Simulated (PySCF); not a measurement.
n-GeGeGeGeSiGeH14.
Z-matrix (Å and degrees, PBE0-D3(BJ)/def2-SVP geometry), rows numbered from 1:
```
Ge
Ge  1  2.4241
Ge  2  2.4279  1  108.76
Ge  3  2.4256  2  110.27  1    85.90
Si  4  2.3860  3  111.67  2   -51.01
Ge  5  2.3866  4  111.64  3    77.88
H   1  1.5399  2  110.13  3   -38.57
H   1  1.5407  2  108.86  3    79.95
H   1  1.5397  2  111.76  3  -159.71
H   2  1.5426  1  109.28  3  -120.55
H   2  1.5420  1  111.06  3   120.53
H   3  1.5434  2  108.62  1   -33.62
H   3  1.5428  2  111.02  1  -152.19
H   4  1.5435  3  108.56  2    68.94
H   4  1.5433  3  109.85  2  -173.38
H   5  1.4974  4  109.05  3  -162.96
H   5  1.4961  4  109.88  3   -44.58
H   6  1.5394  5  111.51  4   -73.67
H   6  1.5405  5  110.40  4   165.96
H   6  1.5403  5  109.80  4    46.15
```

Computed, not measured: PBE0-D3(BJ)/def2-SVP geometry optimisation, gas phase (PySCF).

Take the most abundant isotopes and a rigid rotor. The values belong to one conformer.

(1) What are A, B and C (MHz)?

(2) What kind of rotor is it?

(3) Is it planar, by Δ = Ic − Ia − Ib?

(4) Give the other two planar moments, Paa and Pbb, and the rms extents of the mass along the axes.

(5) Give the coordinates in the principal-axis frame, origin at the centre of mass.

## Answers

(1) Ia = 1311.52, Ib = 1528.35, Ic = 2462.92 u·Å²; 505379 MHz·u·Å²/I gives A = 385.3, B = 330.7, C = 205.2 MHz.

(2) An asymmetric top: κ = (2 × 330.7 − 385.3 − 205.2)/(385.3 − 205.2) = 0.39.

(3) Not planar: Δ = Ic − Ia − Ib = -376.95 u·Å². For a rigid frame Δ = −2 Σ m c², so Σ m c² = 188.48 u·Å² lies off the ab plane: 29.15 from hydrogen and 159.33 from heavier atoms. The atom farthest from that plane is 2.29 Å away.

(4) Paa = Σ m a² = (Ib + Ic − Ia)/2 = 1339.87 and Pbb = Σ m b² = (Ia + Ic − Ib)/2 = 1123.04 u·Å². With the mass M = 411.69 u, the rms extents √(P/M) along a, b and c are 1.80, 1.65, 0.68 Å.

(5) The sense of each axis is arbitrary; atoms in the order of the calculation.
```csv
atom,mass (u),a (Å),b (Å),c (Å)
Ge1,73.921,2.138,1.554,0.788
Ge2,73.921,1.785,-0.135,-0.914
Ge3,73.921,0.689,-2.049,0.101
Ge4,73.921,-1.716,-1.730,0.117
Si5,27.977,-2.317,0.383,1.049
Ge6,73.921,-1.983,2.160,-0.509
H7,1.008,0.928,1.610,1.738
H8,1.008,3.383,1.177,1.613
H9,1.008,2.352,2.949,0.171
H10,1.008,3.146,-0.550,-1.510
H11,1.008,0.911,0.408,-2.062
H12,1.008,1.190,-2.190,1.554
H13,1.008,1.038,-3.350,-0.651
H14,1.008,-2.230,-1.796,-1.337
H15,1.008,-2.391,-2.869,0.909
H16,1.008,-3.769,0.359,1.416
H17,1.008,-1.526,0.634,2.293
H18,1.008,-0.487,2.478,-0.690
H19,1.008,-2.693,3.438,-0.026
H20,1.008,-2.558,1.765,-1.882
```

The dipole components are |μa| = 0.01 D, |μb| = 0.03 D, |μc| = 0.02 D.

**Question.** Estimate the classical rotational partition function at 50 K, 100 K and 298.15 K.

**Answer.** Point group C1, symmetry number σ = 1; q = (√π/σ)·√((kT/h)³/(ABC)), k/h = 20836.6 MHz/K: 369000 at 50 K, 1040000 at 100 K, 5370000 at 298.15 K.

No frequency check. These are rigid-rotor constants of the computed structure; measured ground-state constants (B0) also hold zero-point vibration. A rigid rotor knows nothing of internal rotation, which can split or shift real lines.

Time: 9.7 min wall, 21 min CPU; peak memory 2.2 GiB. Hardware: Intel Xeon 6975P-C, 2 threads, no GPU, shared host. These figures are those of the optimisation.
